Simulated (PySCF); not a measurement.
A calculated (UHF, PySCF 2.14, x2c-QZVPPall, scalar relativity by spin-free X2C-1e) atom or ion has these occupied shells.

```csv
shell,electrons,orbital energy (eV),"rms radius, mean of both spins (bohr)"
1s β,1,-22270.1,0.0384
1s α,1,-22270.0,0.0384
2s α,1,-3313.0,0.158
2s β,1,-3311.5,0.158
2p α,3,-2965.3,0.140
2p β,3,-2963.8,0.140
3s α,1,-647.27,0.428
3s β,1,-646.54,0.428
3p α,3,-529.85,0.432
3p β,3,-528.94,0.432
3d α,5,-341.15,0.418
3d β,5,-338.99,0.418
4s α,1,-132.66,1.08
4s β,1,-124.05,1.08
4p α,3,-97.980,1.19
4p β,3,-86.856,1.19
4d α,5,-46.158,1.53
```

(1) Name the element and its charge.

## Answers

(1) Ru³⁺ (ruthenium, charge +3), in [Kr] 4d5, high-spin 6S determinant.
